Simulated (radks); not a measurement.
Fractional charge and spin in the 5p shell of terbium: the spin-up occupation runs from 2 to 3 and the spin-down occupation from 2 to 3; the fullest corner is Tb3+, [Kr] 4d10 4f(up 4, down 4) 5s2 5p(up 3, down 3). Method: scalar-relativistic Kohn-Sham, BLYP, spin-polarised, spherical densities, point nucleus; computed with a radial shooting solver on a logarithmic mesh with Libxc functionals. Energy (eV) minus the two flat planes that join the four corners (they meet along the diagonal where the two added fractions sum to one electron); zero is where a piecewise linear energy would lie.

| down \ up | 2 | 2.25 | 2.5 | 2.75 | 3 |
|---|---|---|---|---|---|
| 2 | 0.000 | -1.333 | -1.772 | -1.326 | 0.000 |
| 2.25 | -1.333 | -1.713 | -1.210 | 0.170 | -1.273 |
| 2.5 | -1.772 | -1.210 | 0.227 | -1.162 | -1.692 |
| 2.75 | -1.326 | 0.170 | -1.162 | -1.638 | -1.265 |
| 3 | 0.000 | -1.273 | -1.692 | -1.265 | 0.000 |

Corners above the fullest one (they belong to Tb4+ and the next ion): (up 3, down 2) 59.248 eV, (up 2, down 3) 59.248 eV, (up 2, down 2) 133.27 eV. With half an added electron in each spin the energy lies 0.227 eV from the planes, and with half an added electron in spin up alone -1.772 eV. The planes are only a guide here: the flat-plane condition holds for ground states with one frontier orbital, while this shell lies below other occupied shells, so the corners above the fullest one are inner-hole states and not the ground states of those ions.
